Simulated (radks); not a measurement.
Coherent X-ray form factor from a spherical all-electron density. Method: Dirac Kohn-Sham, OLYP, spin-unpolarised, spherical densities, point nucleus; computed with a radial shooting solver on a logarithmic mesh with Libxc functionals.

| sin(theta)/lambda (1/angstrom) | f0 (electrons) |
|---|---|
| 0.05 | 44.532 |
| 0.1 | 43.197 |
| 0.15 | 41.176 |
| 0.2 | 38.712 |
| 0.25 | 36.049 |
| 0.3 | 33.392 |
| 0.4 | 28.605 |
| 0.5 | 24.857 |
| 0.6 | 22.090 |
| 0.8 | 18.399 |
| 1 | 15.690 |
| 1.25 | 12.678 |
| 1.5 | 10.113 |
| 2 | 6.886 |

The species is in the configuration that NIST lists as its ground one. Which atom or ion scatters so?

Answer. The cadmium ion Cd3+, [Kr] 4d9. Extrapolating in s^2 from the first two rows gives f0(0) = 45.0, near the electron count 45; among species with that count, the fall with angle is slower the higher Z, and the table is that of Z = 48; from so few rows the species is fixed only to a neighbour or two.
